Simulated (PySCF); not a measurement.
Computed with r2SCAN-D4/def2-TZVP // r2SCAN-D4/def2-SVP (PySCF). All species are isolated molecules in the gas phase. One relaxed conformer stands for a flexible species; it need not be the lowest. Delta-SCF ions had no search for a lower state. Excitations are Tamm–Dancoff values on a coarser integration grid. The basis has no diffuse functions, so Rydberg states are missing or too high.

Reference species (SMILES): `c1(C#N)c(B)c2c(cc1)ccs2` (neutral, multiplicity 1).

```
Property                                       Value
-------------------------------------------  -------
vertical ionisation energy (Delta-SCF)       8.54 eV
brightest of the four lowest singlets (TDA)  4.81 eV
```

Changed species: `s1c2c(c(B)cc(C#N)c2)cc1`.

Problem. What does the change do to the vertical ionisation energy (Delta-SCF) and brightest of the four lowest singlets (TDA)?

Solution. the vertical ionisation energy (Delta-SCF) rises by 0.05 eV, to 8.59 eV; the brightest of the four lowest singlets (TDA) drops by 0.06 eV, to 4.75 eV.
